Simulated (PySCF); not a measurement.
## Relaxation of singlet H3SbO

Computed with PySCF, PBE0, basis Sb def2-TZVP with ECP28, O def2-TZVP, H def2-TZVP (scalar-relativistic core potentials, no spin–orbit coupling, density fitting). A (50,194) grid was used.

A hand-made see-saw (ligand arrangement 1) start, of Cs symmetry, held to at least that symmetry:

Coordinates in bohr (charge 0 multiplicity 1):
```
Sb    0.3050    0.0000   -0.2712
O    -2.5243    0.0000    1.9394
H     0.3050    3.2380    0.0121
H     0.3050   -3.2380    0.0121
H     2.8663    0.0000    1.7298
```

(1) What forces act on the atoms at the start (eV/Å)?

(2) What does it relax to?

(3) How much energy is released, and in how many steps?

Answers

(1) 
| atom | Fx | Fy | Fz |
| --- | --- | --- | --- |
| Sb1 | -1.34 | 0.00 | 4.03 |
| O2 | 0.81 | 0.00 | -1.18 |
| H3 | 0.13 | 0.14 | -1.23 |
| H4 | 0.13 | -0.14 | -1.23 |
| H5 | 0.27 | 0.00 | -0.38 |

(2) It ends at C3v with Sb–H 1.697 Å (×3), Sb–O 1.810 Å; H–Sb–H 102.3° (×3), H–Sb–O 115.9° (×3) (after a last refinement on a finer grid). A frequency run shows a minimum.

(3) 251.0 kJ/mol in 9 steps.
